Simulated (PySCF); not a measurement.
# What a mistake does to a calculation on BH5NO anion

All numbers below are calculated, not measured. They come from PySCF 2.14.0, an open-source quantum chemistry program, on an isolated molecule that a program drew, which may never have been made. The molecule is BH5NO anion (charge -1, singlet), drawn as the SMILES string `N[BH2-]O`.

Each row is a Hartree-Fock (HF) and frozen-core CCSD(T) single point in the aug-cc-pVDZ basis, meant for a local HF minimum. Run 1 is clean. Each other run has one planted mistake out of seven kinds, and not every kind appears here: one electron removed, one electron added, multiplicity raised by two, geometry at a saddle point, minimal basis STO-3G, one bond length entered in bohr, all coordinates scaled. The reference is restricted for singlets and unrestricted otherwise, and also for a bond in bohr. Adding or removing an electron swaps singlet and doublet. Electrons count all cores. HOMO and LUMO are orbital energies over both spins, the gradient is its largest component, and the lowest frequency (negative if imaginary) is given only where the gradient is small. Bond lengths are over the 7 bonds as drawn. T1 is the CCSD diagnostic: over 0.02 (restricted) or 0.045 (unrestricted) a single reference is doubtful.

Geometry of the clean run:
```xyz
8
BH5NO anion, angstrom
N    -0.7756   -0.9812    0.5649
B     0.2503   -0.7166   -0.5861
O    -0.0116   -1.6705   -1.7040
H    -0.7509   -0.2424    1.2465
H    -0.5469   -1.8259    1.0626
H     1.4495   -0.8860   -0.2407
H     0.0988    0.4887   -0.9394
H    -0.9386   -1.6508   -1.8706
```

```
run,electrons,basis functions,<S^2>,HOMO (eV),LUMO (eV),gradient (hartree/bohr),lowest frequency (cm^-1),mean bond (Å),longest bond (Å),T1,HF (hartree),CCSD(T) (hartree),mistake
1,26,114,0.000,-4.04,4.01,2.4e-05,241,1.2194,1.564,0.0146,-156.96844,-157.53201,no fault
2,25,114,0.767,-10.30,-0.65,7.5e-02,-,1.2194,1.564,0.0778,-156.88405,-157.41206,one electron removed
3,26,20,0.000,-0.69,24.57,7.3e-02,-,1.2194,1.564,0.0067,-154.75777,-154.91144,?
4,26,114,0.000,-2.70,3.80,6.9e-02,-,1.3802,2.391,0.0202,-156.89363,-157.45780,?
```

**Which mistake was planted in run 3, and what did it cost?**

It has 20 basis functions where the clean run has 114, with the same electrons and geometry. So the mistake is: minimal basis STO-3G. Subtracting run 1 and multiplying by 627.51 kcal/mol a hartree, the energy moved by 1387.2 kcal/mol in HF and 1644.4 kcal/mol in CCSD(T).

**Which mistake was planted in run 4, and what did it cost?**

The mean bond changes by a factor of 1.132 and the longest by 1.529, so the molecule wasn't scaled as a whole. A length L in bohr read as angstrom grows by (1/0.5292 - 1) L = 0.890 L. The 7 bonds together grew by 7 x 0.1608 = 1.126 Å, which gives L = 1.265 Å. That is the length of one of the B-H bonds, 1.265 Å in the clean geometry. So the mistake is: one bond length entered in bohr. Subtracting run 1 and multiplying by 627.51 kcal/mol a hartree, the energy moved by 46.9 kcal/mol in HF and 46.6 kcal/mol in CCSD(T).

Cautions from the logs. Run 2: T1 is over the limit, so its CCSD(T) energy is less reliable.
